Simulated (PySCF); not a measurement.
Species: `C#C/C=N/C(F)=C/C=O`. The columns A, B, C and D hold Mulliken, IAO, Hirshfeld and ESP-fitted charges (e) of one PBE0/pcSseg-1 density (PySCF), in a shuffled order. Coordinates in Å (GFN2-xTB); the density's dipole moment is (-4.93, -1.24, 0.24) D.

| atom | x | y | z | A | B | C | D |
| --- | --- | --- | --- | --- | --- | --- | --- |
| C1 | -3.961 | 0.659 | -0.478 | -0.213 | -0.295 | -0.053 | -0.165 |
| C2 | -2.867 | 0.178 | -0.334 | -0.260 | +0.341 | -0.035 | -0.023 |
| C3 | -1.608 | -0.414 | -0.157 | +0.590 | +0.024 | +0.069 | +0.032 |
| N4 | -0.539 | 0.272 | -0.319 | -0.514 | -0.400 | -0.135 | -0.254 |
| C5 | 0.691 | -0.242 | -0.161 | +0.388 | +0.502 | +0.149 | +0.398 |
| F6 | 0.797 | -1.556 | 0.187 | -0.189 | -0.285 | -0.071 | -0.283 |
| C7 | 1.808 | 0.491 | -0.335 | -0.307 | -0.262 | -0.068 | -0.235 |
| C8 | 3.154 | -0.035 | -0.171 | +0.470 | +0.297 | +0.106 | +0.241 |
| O9 | 4.160 | 0.613 | -0.325 | -0.448 | -0.356 | -0.229 | -0.388 |
| H10 | -4.913 | 1.083 | -0.605 | +0.284 | +0.063 | +0.109 | +0.217 |
| H11 | -1.618 | -1.474 | 0.121 | +0.021 | +0.141 | +0.060 | +0.158 |
| H12 | 1.693 | 1.528 | -0.612 | +0.177 | +0.146 | +0.064 | +0.195 |
| H13 | 3.198 | -1.102 | 0.115 | +0.002 | +0.084 | +0.035 | +0.107 |

Problem. Which column most likely holds the ESP-fitted charges?

Solution. A. Σ q r misses the density's dipole by 0.04 D (A), 1.15 D (C), 1.16 D (D), 2.29 D (B). Charges fitted to the outside potential are the only set here that is tied to the molecule's multipoles.

Problem. And the Hirshfeld charges?

Solution. C. The mean sizes are 0.091 e (C), 0.207 e (D), 0.246 e (B), 0.297 e (A), and Hirshfeld charges are commonly the smallest of these schemes.

As computed, A = ESP-fitted, B = Mulliken, C = Hirshfeld, D = IAO. Hydrogens on carbon: ESP-fitted 0.00 to +0.28, Mulliken +0.06 to +0.15, Hirshfeld +0.03 to +0.11, IAO +0.11 to +0.22 e.

The Mulliken scheme counts on each atom the diagonal of the density matrix times the overlap matrix over that atom's basis functions. The ESP scheme fits charges at the nuclei, held to the total charge, to the electrostatic potential on points at 1.4 to 2.0 times the van der Waals radii.

One conformer (not necessarily the lowest) at the GFN2-xTB geometry, without solvent, vibrations or thermal averaging.

Shape of the structure used: `[CH:1]#[C:2]/[CH:3]=[N:4]/[C:5]([F:6])=[CH:7]/[CH:8]=[O:9]`: C3–N4–C5–F6 0°, C5–C7–C8–O9 180°.
